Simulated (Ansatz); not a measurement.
C2H9AlN2, SMILES `C[N](C)[AlH][NH2]`, relaxed with RKS PBE-D4/def2-SVP in the Gaussian-basis code of Ansatz from a rough embedded geometry. The force threshold is 0.03 eV/Å; the program also tests the step.

The species carries charge 0 and has multiplicity 1.

Start:

```xyz
14

C    -1.106   -0.873    0.029
N     0.286   -0.635   -0.089
C     1.022   -1.187    1.084
Al    0.604    1.268   -0.341
N    -0.208    2.233   -1.682
H    -1.727   -0.504   -0.807
H    -1.546   -0.379    0.967
H    -1.365   -1.974    0.107
H     2.106   -0.968    0.907
H     0.866   -2.245    1.130
H     0.712   -0.670    2.016
H     1.568    2.026    0.754
H    -1.272    2.101   -1.530
H     0.060    1.808   -2.546
```

Q: How much energy does the relaxation release, and in how many steps? (An estimate is asked.)

A: Ansatz gave: 115.34 kJ/mol, in 14 steps.

Q: Which bonds change most? (Estimate.)

A: Ansatz gave: N2–Al4 from 1.946 to 1.804 Å; N5–H13 from 1.083 to 1.022 Å; Al4–N5 from 1.841 to 1.788 Å; Al4–H12 from 1.644 to 1.593 Å.

Q: Give the relaxed structure. (Estimate.)

A: Computed: 
```xyz
14

C    -1.195   -0.904    0.139
N     0.125   -0.337    0.319
C     0.929   -1.065    1.281
Al    0.737    1.130   -0.533
N    -0.306    1.989   -1.704
H    -1.780   -0.334   -0.613
H    -1.790   -0.905    1.087
H    -1.153   -1.966   -0.212
H     1.933   -0.605    1.386
H     1.080   -2.133    0.984
H     0.462   -1.081    2.298
H     2.219    1.637   -0.245
H    -1.265    1.757   -1.969
H     0.003    2.817   -2.219
```
